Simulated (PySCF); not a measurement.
Identify the unknown among the candidates.

All candidates are C6H6O2S.

- 1H NMR: chemical shifts (computed TMS as zero) by class: 8.27 (1 H), 7.08 (1 H), 7.01 (1 H), 2.29 (3 H) ppm [GIAO PBE0/pcSseg-1]
- Rotational structure: rotational constants A, B, C: 4.118, 0.807, 0.678 GHz [GFN2-xTB]
- Polarisability: 92.8 au [CAM-B3LYP/def2-SVPD]
- Triplet: lowest triplet excitation (Tamm–Dancoff): 3.85 eV [TDA CAM-B3LYP/def2-SVPD]
- UV, first state: lowest singlet excitation: 5.64 eV (220 nm, f = 0.090) [TDDFT CAM-B3LYP/def2-SVPD]
- UV, strongest line: among the 8 lowest singlet transitions: S6 at 6.48 eV (191 nm, f = 0.364) [TDDFT CAM-B3LYP/def2-SVPD]
- 13C NMR: chemical shifts (computed TMS as zero) by class: 173.2 (1 C), 153.5 (1 C), 131.0 (1 C), 125.0 (1 C), 119.8 (1 C), 24.2 (1 C) ppm [GIAO PBE0/pcSseg-1]

Electronic properties: PySCF, gas phase, density fitting. Levels stand in brackets. The structure is a single GFN2-xTB conformer in the gas phase; no vibrational or solvent corrections. NMR values are class means; diastereotopic atoms form classes of their own.

Question: Which candidate is it?
A. `C=CC1=CSCC(=O)O1`
B. `CC(=O)Oc1ccsc1`
C. `c1scc2c1OCCO2`
D. `C#C[C@@H]1C=CS(=O)(=O)C1`

Answer: B. It is `CC(=O)Oc1ccsc1`. Numbering: `[CH3:1][C:2](=[O:3])[O:4][c:5]1[cH:6][cH:7][s:8][cH:9]1`. Its formula, C6H6O2S, gives 4 degrees of unsaturation: 1 ring and 3 π bonds in the structure found (Kekulé form). 6 carbons fall into 6 classes; from least to most shielded: ester carbonyl carbon [C2] (173.2 ppm), aromatic carbon bearing oxygen [C5] (153.5 ppm), aromatic CH next to a ring sulfur [C7] (131.0 ppm), aromatic CH carbon [C6] (125.0 ppm), aromatic CH next to a ring sulfur [C9] (119.8 ppm), methyl carbon next to a carbonyl [C1] (24.2 ppm). Hydrogen classes from least to most shielded: 1 H on an aromatic CH next to a ring sulfur, C9 (8.27 ppm), 1 H on an aromatic CH next to a ring sulfur, C7 (7.08 ppm), 1 H on an aromatic CH carbon, C6 (7.01 ppm), 3 H on a methyl carbon next to a carbonyl, C1 (2.29 ppm). By its constants the optimised geometry is an asymmetric top.

The others, at the same levels:
- `c1scc2c1OCCO2` fails: it has 3 carbon classes against 6; its computed 13C shifts are 147.6 (2 C), 108.8 (2 C), 67.8 (2 C) ppm, 1H shifts are 6.30 (2 H), 4.13 (4 H) ppm and rotational constant A is 3.402 GHz (against 4.118 GHz).
- `C=CC1=CSCC(=O)O1` fails: its computed lowest singlet excitation is 4.42 eV (280 nm, f = 0.170) (against 5.64 eV), lowest triplet excitation (Tamm–Dancoff) is 2.88 eV (against 3.85 eV) and strongest line among the 8 lowest singlet transitions is S2 at 5.24 eV (237 nm, f = 0.298) (against S6 at 6.48 eV).
- `C#C[C@@H]1C=CS(=O)(=O)C1` fails: its computed 13C shifts are 144.5 (1 C), 144.5 (1 C), 86.6 (1 C), 79.0 (1 C), 60.8 (1 C), 31.7 (1 C) ppm, 1H shifts are 6.87 (1 H), 6.52 (1 H), 3.90 (1 H), 3.32 (1 H), 2.88 (1 H), 1.76 (1 H) ppm and rotational constant A is 3.475 GHz (against 4.118 GHz).

Each candidate is one conformer, not necessarily the lowest. The conformers computed, where there is a choice (atom-mapped SMILES and torsion angles):
- `[CH3:1][C:2](=[O:3])[O:4][c:5]1[cH:6][cH:7][s:8][cH:9]1`: C1–C2–O4–C5 179°, C2–O4–C5–C6 179°
- `[CH2:1]=[CH:2][C:3]1=[CH:4][S:5][CH2:6][C:7](=[O:8])[O:9]1`: C1–C2–C3–C4 178°

The conformers of `C#C[C@@H]1C=CS(=O)(=O)C1` aren't listed.
